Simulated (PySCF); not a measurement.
**Continuum solvent and chemical shifts**

Atom-mapped SMILES (the numbers label the heavy atoms): `[CH3:1][Si:2]([F:3])([F:4])[Cl:5]`. Each H is labelled by its parent atom.

GIAO PBE0/pcSseg-1 in PySCF 2.14.0 with density-fitted response routines on one PBE0-D3(BJ)/def2-SVP conformer, non-relativistic, equivalent nuclei averaged. Solvents enter as an IEF-PCM continuum (benzene with ε = 2.3, chloroform with ε = 4.7) around the gas-phase geometry. Shifts are referred to TMS, CFCl3 computed in the same medium.

Gas phase, δ in ppm: C1 -1.3, Si2 -8.7, F3/F4 -120.1, H(C1) 0.55. Dipole moment 2.56 D.

Q: How does each δ change in the continuum?

A: 
```csv
atoms,environment,"Δδ, benzene","Δδ, chloroform"
C1,methyl carbon bonded to Si,+0.2,+0.4
Si2,"silicon bonded to C, Cl, 2 F",+0.7,+1.2
F3/F4,fluorine bonded to Si,-0.7,-0.8
H(C1),hydrogen on a methyl carbon bonded to Si,+0.13,+0.20
```

Changes are relative to the gas phase. The dipole moment becomes 2.80 D in benzene, 2.94 D in chloroform.

Q: Which nuclei move most (in ppm), and what does the model miss?

A: Si2 (silicon bonded to C, Cl, 2 F, +1.2 ppm) in chloroform. A continuum only polarises the solute; specific hydrogen bonds, the anisotropy of aromatic solvents and changes of geometry or conformer are outside it.
